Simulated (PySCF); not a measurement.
PySCF input file for BH2, SMILES [BH2], multiplicity 2, TDA-CAM-B3LYP/def2-TZVPD. The structure is a stationary point at ωB97X-D3(BJ)/def2-TZVPD. The isomer is the one that the SMILES or the coordinates give; other isomers of the formula were not compared.

```python
import numpy as np
from pyscf import gto, scf, dft, tdscf

mol = gto.M(
    atom='''
    B     0.00000000    0.00000000    0.14530978
    H     0.00000000   -1.07825236   -0.36327446
    H     0.00000000    1.07825236   -0.36327446
    ''',
    basis='def2-TZVPD',
    charge=0,
    spin=1,
    max_memory=1600,
    verbose=4,
)
mf = dft.UKS(mol, xc='cam-b3lyp').density_fit(auxbasis='def2-universal-jkfit')
mf.grids.level = 3
mf.conv_tol = 1e-9
mf.max_cycle = 100
mf.kernel()
fine, coarse = mf.grids, dft.Grids(mol).set(level=1).build(with_non0tab=True)
for _ in range(3):  # follow internal instabilities
    mf.grids = coarse
    mo, _, stable, _ = mf.stability(return_status=True, nroots=4)
    mf.grids = fine
    if stable:
        break
    mf.kernel(mf.make_rdm1(mo, mf.mo_occ))
mf.grids = dft.Grids(mol).set(level=1).build(with_non0tab=True)  # coarser grid for the response kernel
td = tdscf.TDA(mf)
td.nstates = 10
td.conv_tol = 1e-4
td.positive_eig_threshold = 1e-6
td.kernel(x0=td.get_init_guess(mf, 15))
td.analyze()
```

Output:

```
PySCF version 2.14.0

[INPUT] verbose = 4
[INPUT] num. atoms = 3
[INPUT] num. electrons = 7
[INPUT] charge = 0
[INPUT] spin (= nelec alpha-beta = 2S) = 1
[INPUT] symmetry False subgroup None
[INPUT] Mole.unit = angstrom
[INPUT] Symbol           X                Y                Z      unit          X                Y                Z       unit  Magmom
[INPUT]  1 B      0.000000000000   0.000000000000   0.145309780000 AA    0.000000000000   0.000000000000   0.274595687421 Bohr   0.0
[INPUT]  2 H      0.000000000000  -1.078252360000  -0.363274460000 AA    0.000000000000  -2.037601653566  -0.686489237449 Bohr   0.0
[INPUT]  3 H      0.000000000000   1.078252360000  -0.363274460000 AA    0.000000000000   2.037601653566  -0.686489237449 Bohr   0.0

nuclear repulsion = 4.68413342541419
number of shells = 23
number of NR pGTOs = 74
number of NR cGTOs = 55
basis = def2-TZVPD
ecp = {}


[settings echo left out]
init E= -25.7334030430756
  alpha nocc = 4  HOMO = -0.127423702165729  LUMO = -0.0825649413505225
  beta  nocc = 3  HOMO = -0.394135812754403  LUMO = -0.127423702165727

WARN: HOMO -0.127423702165729 >= LUMO -0.127423702165727

cycle= 1 E= -25.9080759917246  delta_E= -0.175  |g|= 0.0795  |ddm|= 0.735
  alpha nocc = 4  HOMO = -0.281492181492661  LUMO = -0.0421013267074551
  beta  nocc = 3  HOMO = -0.447333664299553  LUMO = -0.0434096634360875
  HOMO = -0.281492181493  LUMO = -0.0434096634361  gap/eV = 6.47856
cycle= 2 E= -25.9156307746307  delta_E= -0.00755  |g|= 0.0265  |ddm|= 0.127
  alpha nocc = 4  HOMO = -0.26956989283968  LUMO = -0.0248989277095557
  beta  nocc = 3  HOMO = -0.434580821544102  LUMO = -0.0263789836738368
  HOMO = -0.26956989284  LUMO = -0.0263789836738  gap/eV = 6.61756
cycle= 3 E= -25.9164648432667  delta_E= -0.000834  |g|= 0.0093  |ddm|= 0.0406
  alpha nocc = 4  HOMO = -0.27498411685024  LUMO = -0.0256152267950126
  beta  nocc = 3  HOMO = -0.436973974830096  LUMO = -0.0283000505825202
  HOMO = -0.27498411685  LUMO = -0.0283000505825  gap/eV = 6.71262
cycle= 4 E= -25.9166069786586  delta_E= -0.000142  |g|= 0.00203  |ddm|= 0.0186
  alpha nocc = 4  HOMO = -0.274996694868261  LUMO = -0.0251700667585597
  beta  nocc = 3  HOMO = -0.436690596806754  LUMO = -0.0279573779457421
  HOMO = -0.274996694868  LUMO = -0.0279573779457  gap/eV = 6.72228
cycle= 5 E= -25.9166164324204  delta_E= -9.45e-06  |g|= 0.000442  |ddm|= 0.00472
  alpha nocc = 4  HOMO = -0.275040807937859  LUMO = -0.025099695736576
  beta  nocc = 3  HOMO = -0.436601160767593  LUMO = -0.0278356775513585
  HOMO = -0.275040807938  LUMO = -0.0278356775514  gap/eV = 6.72679
cycle= 6 E= -25.9166167922415  delta_E= -3.6e-07  |g|= 9.12e-05  |ddm|= 0.00103
  alpha nocc = 4  HOMO = -0.275035630242316  LUMO = -0.0251097852193406
  beta  nocc = 3  HOMO = -0.436627787713688  LUMO = -0.0278461608833648
  HOMO = -0.275035630242  LUMO = -0.0278461608834  gap/eV = 6.72637
cycle= 7 E= -25.9166168063618  delta_E= -1.41e-08  |g|= 1.92e-05  |ddm|= 0.000227
  alpha nocc = 4  HOMO = -0.275034665714811  LUMO = -0.025113721827039
  beta  nocc = 3  HOMO = -0.436627059986172  LUMO = -0.0278465385578518
  HOMO = -0.275034665715  LUMO = -0.0278465385579  gap/eV = 6.72633
cycle= 8 E= -25.9166168070843  delta_E= -7.22e-10  |g|= 4.09e-06  |ddm|= 5.72e-05
  alpha nocc = 4  HOMO = -0.275034395140361  LUMO = -0.0251133082371454
  beta  nocc = 3  HOMO = -0.436627872909519  LUMO = -0.0278463827189757
  HOMO = -0.27503439514  LUMO = -0.027846382719  gap/eV = 6.72633
Extra cycle  E= -25.9166168071151  delta_E= -3.09e-11  |g|= 1.76e-06  |ddm|= 8.41e-06
converged SCF energy = -25.9166168071151  <S^2> = 0.75148383  2S+1 = 2.0014833
tot grids = 10128
uhf_internal: lowest eigs of H = [0.08311653 0.36323454 0.39470645 0.44832554]
<class 'pyscf.df.df_jk.DFUKS'> wavefunction is stable in the internal stability analysis
tot grids = 10128
Overwritten attributes  positive_eig_threshold  of <class 'pyscf.tdscf.uks.TDA'>


******** <class 'pyscf.tdscf.uks.TDA'> for <class 'pyscf.df.df_jk.DFUKS'> ********
nstates = 10
deg_eia_thresh = 1.000e-03
wfnsym = None
conv_tol = 0.0001
eigh lindep = 1e-12
eigh level_shift = 0
eigh max_cycle = 100


Excitation energies (eV)
[1.24397907 5.39710653 5.52402687 6.31460102 6.35555659 7.02073773
 7.09882809 7.5412741  7.9036229  7.96141689]

** Excitation energies and oscillator strengths **
Excited State   1:      1.24398 eV    996.67 nm  f=0.0033
       4a ->    5a      0.98814
       4a ->   14a     -0.13599
Excited State   2:      5.39711 eV    229.72 nm  f=0.0591
       4a ->    6a     -0.98112
       4a ->   15a      0.14892
Excited State   3:      5.52403 eV    224.45 nm  f=0.0000
       3a ->    5a     -0.76914
       3a ->   14a      0.12007
       3b ->    4b      0.61322
       3b ->   14b     -0.11211
Excited State   4:      6.31460 eV    196.35 nm  f=0.0009
       4a ->    7a     -0.11719
       3b ->    5b      0.96852
       3b ->    6b      0.12224
       3b ->   11b      0.11266
Excited State   5:      6.35556 eV    195.08 nm  f=0.0000
       3a ->    5a     -0.62097
       3b ->    4b     -0.77300
Excited State   6:      7.02074 eV    176.60 nm  f=0.0168
       4a ->    8a     -0.95924
       4a ->    9a     -0.12604
       4a ->   16a      0.17461
Excited State   7:      7.09883 eV    174.65 nm  f=0.0001
       4a ->    7a     -0.96353
       4a ->   10a      0.21247
       3b ->    5b     -0.10731
Excited State   8:      7.54127 eV    164.41 nm  f=0.1438
       4a ->    7a     -0.19626
       4a ->   10a     -0.96474
       4a ->   17a     -0.11277
Excited State   9:      7.90362 eV    156.87 nm  f=0.0023
       4a ->    8a     -0.10916
       4a ->    9a      0.93783
       4a ->   13a      0.25189
Excited State  10:      7.96142 eV    155.73 nm  f=0.0000
       4a ->   11a     -0.99477

** Transition electric dipole moments (AU) **
state          X           Y           Z        Dip. S.      Osc.
  1         0.3289      0.0000     -0.0000      0.1082      0.0033
  2         0.0000      0.0000      0.6686      0.4470      0.0591
  3        -0.0000     -0.0000     -0.0000      0.0000      0.0000
  4         0.0000     -0.0778      0.0000      0.0061      0.0009
  5         0.0000     -0.0000      0.0000      0.0000      0.0000
  6         0.0000     -0.0000      0.3126      0.0977      0.0168
  7        -0.0000      0.0175      0.0000      0.0003      0.0001
  8         0.0000     -0.8823      0.0000      0.7785      0.1438
  9         0.0000     -0.0000     -0.1092      0.0119      0.0023
 10        -0.0000      0.0000      0.0000      0.0000      0.0000

** Transition velocity dipole moments (imaginary part, AU) **
state          X           Y           Z        Dip. S.      Osc.
  1        -0.0132      0.0000      0.0000      0.0002      0.0026
  2         0.0000      0.0000      0.1488      0.0221      0.0744
  3        -0.0000     -0.0000     -0.0000      0.0000      0.0000
  4        -0.0000     -0.0138      0.0000      0.0002      0.0005
  5         0.0000     -0.0000      0.0000      0.0000      0.0000
  6        -0.0000      0.0000      0.0614      0.0038      0.0098
  7        -0.0000      0.0068      0.0000      0.0000      0.0001
  8         0.0000     -0.2098      0.0000      0.0440      0.1059
  9         0.0000     -0.0000     -0.0544      0.0030      0.0068
 10        -0.0000      0.0000      0.0000      0.0000      0.0000

** Transition magnetic dipole moments (imaginary part, AU) **
state          X           Y           Z
  1         0.0000     -0.9700      0.0000
  2        -0.0000      0.0000      0.0000
  3         0.0000      0.0000     -0.1432
  4        -0.8890     -0.0000      0.0000
  5        -0.0000     -0.0000     -1.3254
  6        -0.0000     -0.0000      0.0000
  7         0.1771      0.0000     -0.0000
  8        -0.3858     -0.0000      0.0000
  9        -0.0000     -0.0000      0.0000
 10         0.0000      0.0000      0.1320
```

The calculation finished and met its thresholds.
